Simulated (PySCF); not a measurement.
O₃Te. Atoms are numbered in the order given.

```xyz
4

Te     0.0000     0.0000     0.0000
O      1.8388     0.0000     0.0000
O     -0.9194     1.5925     0.0000
O     -0.9194    -1.5925     0.0000
```

The structure is a stationary point at PBE-D3(BJ)/def2-SVP. The def2 effective core potentials stand for the cores of Te; spin–orbit coupling is left out.

Method: PBE/def2-TZVPD run with PySCF.

Symmetry labels are those of the subgroup C2v that the program uses (full group D3h).

Computed valence orbital energies around the gap with their symmetry:
```
orbital  symmetry  energy (eV)
-------  --------  -----------
HOMO−7         A1       -11.34
HOMO−6         B1       -11.34
HOMO−5         B2       -10.81
HOMO−4         A2        -8.68
HOMO−3         B2        -8.68
HOMO−2         B1        -8.68
HOMO−1         A1        -8.68
HOMO           B1        -8.21
LUMO           A1        -6.06
LUMO+1         B2        -5.18
LUMO+2         A1        -0.89
LUMO+3         B1        -0.89
```
